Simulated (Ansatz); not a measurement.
C₂H₈Si₂, charge -1, doublet, at the geometry of the source list (a state made from the parent by changing its charge; the spin is typed, not shown lowest) (a gas-phase anion, which may not be bound at this level); Ansatz (an electronic-structure program) with HF/6-311G**.

Input for Ansatz:
Ansatz 0.2 input:
```yaml
crystal:
  periodic: [false, false, false]
  atoms:
    - {symbol: C, position_ang: [0.25520000, 0.36050000, 1.25210000]}
    - {symbol: Si, position_ang: [1.34730000, -0.24900000, -0.20320000]}
    - {symbol: C, position_ang: [-0.25960000, -0.38980000, -1.24230000]}
    - {symbol: Si, position_ang: [-1.34250000, 0.28120000, 0.19250000]}
    - {symbol: H, position_ang: [0.50550000, 1.34690000, 1.63190000]}
    - {symbol: H, position_ang: [0.25060000, -0.30470000, 2.11220000]}
    - {symbol: H, position_ang: [2.30460000, 0.74140000, -0.69870000]}
    - {symbol: H, position_ang: [2.03750000, -1.52020000, 0.03680000]}
    - {symbol: H, position_ang: [-0.27460000, 0.21000000, -2.14790000]}
    - {symbol: H, position_ang: [-0.50430000, -1.40500000, -1.54560000]}
    - {symbol: H, position_ang: [-1.95990000, 1.58210000, -0.07140000]}
    - {symbol: H, position_ang: [-2.36000000, -0.65340000, 0.68360000]}
basis:
  gaussian:
    orbitals: 6-311G__.json
hamiltonian:
  xc: hf
total_charge: -1
magnetization: {spin_polarized: true, initial_magnetization: 1}
accuracy: high
```
The basis file holds 6-311G** in the JSON format of the Basis Set Exchange.

Problem. What does Ansatz print? Leave out banner, timings and long lists.

Solution. 
```
Functional definition: HF
2772 factors; integrals over basis functions are off by at most 1.0e-8 eV
mean field evaluation 1: about -17907.9684 eV, gradient 1.7e1 eV
mean field evaluation 2: about -17907.9764 eV, gradient 1.7e1 eV
mean field evaluation 4: about -17910.2070 eV, gradient 2.4e0 eV
mean field evaluation 8: about -17910.2559 eV, gradient 2.3e-3 eV
mean field evaluation 16: about -17909.8693 eV, gradient 1.9e0 eV
mean field evaluation 32: about -17910.0266 eV, gradient 1.4e0 eV
mean field evaluation 64: about -17909.8750 eV, gradient 1.3e0 eV
mean field evaluation 96: about -17907.7317 eV, gradient 9.4e0 eV
mean field evaluation 128: about -17910.1973 eV, gradient 2.4e0 eV
mean field -17910.25591436 eV, -658.1897648453 hartree, gradient 2.9e-8 eV, S^2 0.768257; 2 other end points of the search recorded, 0 dependent functions left out
reference -17910.25591436 eV, -658.1897648453 hartree; 25, 24 occupied and 113, 114 virtual orbitals, 2772 factors
Total energy: -17910.25591436 eV, -658.1897648453 hartree
```
